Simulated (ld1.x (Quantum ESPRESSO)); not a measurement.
## Which change was made? (Sb, TM)

ld1.x (Quantum ESPRESSO) 7.5 input, shortened:

```
&input
   title='Sb', zed=51., rel=1, dft='PBE', iswitch=3,
   config='[Kr] 4d10 5s2 5p2'
 /
 &inputp
   pseudotype=2, tm=.true., lloc=2,
   nlcc=.true., new_core_ps=.true.
 /
3
5S  1  0   2.00   0.00  1.55  1.55  0.0
5P  2  1   2.00   0.00  1.65  1.65  0.0
4D  3  2  10.00   0.00  1.45  1.45  0.0
 &test
   configts(1)='4d10 5s2 5p2'
 /
```

Cutoffs, loose and tight: the cutoffs (Ry, on a coarse ladder) from which the occupation-weighted sum of valence levels, in a spherical-Bessel basis at the reference potential, stays within 10 and 1 mRy of its value at 400 Ry. They do not see the model core or the augmentation charge, which bear on the density cutoff. Test errors are all-electron minus pseudo excitation energies from the reference, over the configurations 4d10 5s2 5p3; 4d10 5s2 5p1; 4d10 5s2 5p0; 4d10 5s1 5p0; 4d10 5s0 5p5; 4d10 5s2 5p2.5; 4d10 5s1 5p3; variants that change the core or the reference have their own tests.

The base gives: outcome: generated; cutoff, loose: 90 Ry; cutoff, tight: 160 Ry; bound ghosts: s, p; largest test error (meV): -19.

Task: After one change the result is: outcome: failed: run_pseudo: Errors in PS-KS equation. Which change was it?
A. wave 5p (bound): rc 1.65 bohr becomes 5p (bound): rc 1.14 bohr
B. wave 5p (bound): rc 1.65 bohr becomes 5p (bound): rc 1.48 bohr
C. wave 5p (bound): rc 1.65 bohr becomes 5p (bound): rc 1.26 bohr

Result: A. The others give: wave 5p (bound): rc 1.65 bohr becomes 5p (bound): rc 1.26 bohr → outcome: generated; cutoff, loose: over 300 Ry; cutoff, tight: over 300 Ry; bound ghosts: p, s; largest test error (meV): -231 | wave 5p (bound): rc 1.65 bohr becomes 5p (bound): rc 1.48 bohr → outcome: generated; cutoff, loose: 120 Ry; cutoff, tight: 180 Ry; bound ghosts: s, p; largest test error (meV): -31.
